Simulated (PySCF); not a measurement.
## Working out the excitation energy of N⁺

N⁺ [He] 2s2 2p2 (3P) → N⁺ [He] 2s2 2p1 3s1 (3P). All numbers are calculated (PySCF 2.14, no relativity, point nucleus, in aug-cc-pVTZ). Frozen: 1s2. Energies in hartree (1 hartree = 27.21139 eV):

| part | N⁺ (lower) | N⁺ (upper) |
| --- | --- | --- |
| UHF | -53.890445 | -53.215198 |
| MP2 opposite-spin | -0.059049 | -0.058342 |
| MP2 same-spin | -0.012971 | -0.007195 |

Task: What does Hartree-Fock give?

Result: (-53.215198) − (-53.890445) = 0.675247 hartree = 18.374 eV.

Task: What do MP2 and SCS-MP2 (6/5 opposite-spin, 1/3 same-spin) give?

Result: The opposite-spin parts differ by 0.019 eV and the same-spin parts by 0.157 eV. MP2: 18.374 + (0.019) + (0.157) = 18.550 eV. SCS-MP2: 18.374 + 1.2 × (0.019) + (0.157)/3 = 18.449 eV.

Measured between the centres of the two terms (NIST): 18.464 eV, so MP2 (valence) is off by 0.086 eV.

What remains against the reference includes basis incompleteness, the frozen core and correlation beyond second order.
